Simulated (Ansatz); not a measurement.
```yaml
crystal:
  periodic: [false, false, false]
  atoms:
    - {symbol: C, position_ang: [-0.763961, -0.873017, -0.321034]}
    - {symbol: C, position_ang: [0.007903, -1.063005, 0.154701]}
    - {symbol: C, position_ang: [0.772439, -0.246890, 0.145051]}
    - {symbol: C, position_ang: [0.441530, 0.614182, 0.478983]}
    - {symbol: Cl, position_ang: [1.156936, 1.366310, 0.460546]}
    - {symbol: In, position_ang: [-0.582662, 1.198035, -0.298398]}
    - {symbol: H, position_ang: [-1.265712, -0.196612, -0.112176]}
    - {symbol: H, position_ang: [-1.207632, -1.277037, -0.323157]}
    - {symbol: H, position_ang: [-0.602966, -0.708066, -0.972951]}
    - {symbol: H, position_ang: [0.470790, -1.376611, -0.021466]}
    - {symbol: H, position_ang: [-0.087843, -0.985784, 0.754419]}
    - {symbol: H, position_ang: [1.038272, -0.163437, -0.561994]}
    - {symbol: H, position_ang: [1.258248, -0.468251, 0.452223]}
    - {symbol: H, position_ang: [0.184196, 0.488423, 1.266481]}
    - {symbol: H, position_ang: [-0.290594, 1.262023, -1.636541]}
    - {symbol: H, position_ang: [-1.245212, 2.121236, 0.156050]}
basis:
  gaussian: {orbitals: STO-3G}
magnetization: {spin_polarized: true, initial_magnetization: 2}
hamiltonian: {xc: {name: B2PLYP}}
output: {forces: true}
```

```sh
$ ansatz run in.yaml --threads 2 --pin off --events-out ev --progress --plain --max-ram 20480MiB --backend cpu
```

Output, abridged:

```
Functional definition: B2PLYP
891 factors; integrals over basis functions are off by at most 5.0e-5 eV
mean field evaluation 1: about -171129.5953 eV, gradient 2.4e1 eV
mean field evaluation 2: about -171129.7444 eV, gradient 2.4e1 eV
mean field evaluation 4: about -171132.6948 eV, gradient 8.3e-1 eV
mean field evaluation 8: about -171132.6989 eV, gradient 2.3e-2 eV
mean field evaluation 16: about -171132.6990 eV, gradient 4.6e-6 eV
mean field -171132.69895864 eV, -6289.0106888203 hartree, gradient 4.6e-6 eV, S^2 2.003860; 0 other end points of the search recorded, 0 dependent functions left out
27 core orbitals not correlated: weight in the atoms' cores, before any rotation towards them, 0.995 or more for the frozen orbitals, at most 0.002 for the correlated occupied ones
reference -171132.69907355 eV, -6289.0106930434 hartree; 24, 22 occupied and 15, 17 virtual orbitals, 891 factors
second order -5.76323935 eV of doubles, -0.00000000 eV of singles
Total energy: -171134.25514818 eV, -6289.0678777310 hartree
Atom 0 at    -0.763961    -0.873017    -0.321034 Å, force   -25.070801    51.133729   -12.963048 eV/Å
Atom 1 at     0.007903    -1.063005     0.154701 Å, force     2.951246     0.510052     3.740877 eV/Å
Atom 2 at     0.772439    -0.246890     0.145051 Å, force   -28.244607   -14.057427   -38.760428 eV/Å
Atom 3 at     0.441530     0.614182     0.478983 Å, force   -83.668543   -46.609556    36.667767 eV/Å
Atom 4 at     1.156936     1.366310     0.460546 Å, force   121.802544   120.478903     6.662093 eV/Å
Atom 5 at    -0.582662     1.198035    -0.298398 Å, force   -44.810371    19.973591   -30.590338 eV/Å
Atom 6 at    -1.265712    -0.196612    -0.112176 Å, force   -11.479004     9.931001     5.289703 eV/Å
Atom 7 at    -1.207632    -1.277037    -0.323157 Å, force   -72.816344   -65.856827    -1.695901 eV/Å
Atom 8 at    -0.602966    -0.708066    -0.972951 Å, force     9.797916    11.797221   -53.644464 eV/Å
Atom 9 at     0.470790    -1.376611    -0.021466 Å, force    76.123778   -67.474458   -30.327048 eV/Å
Atom 10 at    -0.087843    -0.985784     0.754419 Å, force   -14.512192     3.165837    89.510739 eV/Å
Atom 11 at     1.038272    -0.163437    -0.561994 Å, force    13.786244     1.787259   -34.624990 eV/Å
Atom 12 at     1.258248    -0.468251     0.452223 Å, force    71.038055   -32.074165    44.247960 eV/Å
Atom 13 at     0.184196     0.488423     1.266481 Å, force    -9.051729    -4.753635    18.514556 eV/Å
Atom 14 at    -0.290594     1.262023    -1.636541 Å, force     1.851004     0.303579    -8.114035 eV/Å
Atom 15 at    -1.245212     2.121236     0.156050 Å, force    -7.697196    11.744897     6.086558 eV/Å
Dipole moment:     0.716419    -0.321198     0.480432 e Å
```

In this input the geometry is squeezed to about two thirds of its size. Self-consistency was reached. The result belongs to that input, not to the molecule as meant.
